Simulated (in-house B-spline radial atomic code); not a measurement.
Ionising Sc II (Sc+) with different functionals

Computed with a B-spline radial code for spherical atoms: scalar-relativistic (spin-free X2C) Hamiltonian, Fermi nucleus of rms radius 3.5459 fm, spin-polarised at highest spin, spherical fractional occupations for the functionals, and exact exchange of hybrids averaged over the configuration. The ionisation energy is the difference of two self-consistent energies, [Ar] 3d1 4s1 → [Ar] 3d1, without Breit or QED terms; ε is the level of the shell that loses the electron (its least bound occupied spin orbital).

```json
{"method": "PBE0", "rung": "global hybrid", "ΔSCF (eV)": "12.97", "-ε(4s) (eV)": "10.85"}
{"method": "B3LYP", "rung": "global hybrid", "ΔSCF (eV)": "?", "-ε(4s) (eV)": "?"}
{"method": "TPSSh", "rung": "global hybrid", "ΔSCF (eV)": "12.81", "-ε(4s) (eV)": "10.40"}
{"method": "BHandHLYP", "rung": "global hybrid", "ΔSCF (eV)": "12.84", "-ε(4s) (eV)": "11.35"}
{"method": "r2SCAN0", "rung": "global hybrid", "ΔSCF (eV)": "12.89", "-ε(4s) (eV)": "10.99"}
{"method": "B97-1", "rung": "global hybrid", "ΔSCF (eV)": "?", "-ε(4s) (eV)": "?"}
{"method": "HSE06", "rung": "range-separated hybrid", "ΔSCF (eV)": "13.01", "-ε(4s) (eV)": "10.52"}
{"method": "wB97X", "rung": "range-separated hybrid", "ΔSCF (eV)": "12.46", "-ε(4s) (eV)": "12.37"}
{"method": "CAM-B3LYP", "rung": "range-separated hybrid", "ΔSCF (eV)": "13.05", "-ε(4s) (eV)": "11.88"}
{"method": "LC-wPBE", "rung": "range-separated hybrid", "ΔSCF (eV)": "12.72", "-ε(4s) (eV)": "12.79"}
```

Task: What does B97-1 give?

Result: ΔSCF 12.66 eV, and -ε(4s) = 10.49 eV.

Task: What does B3LYP give?

Result: ΔSCF 13.16 eV, and -ε(4s) = 10.77 eV.

Task: Among the functionals, which spreads more, the ΔSCF values or the orbital energies?

Result: The orbital energies: ΔSCF values span about 0.70 eV and the orbital energies 2.39 eV.

Task: How do they compare with the NIST value?

Result: NIST lists 12.800 eV (measured, ground level to ground level). Errors run from -0.34 to +0.36 eV; TPSSh is closest (+0.01 eV), but part of that can be cancellation, since the calculations leave out spin-orbit coupling, Breit-QED terms, multiplet and fine-structure energies.
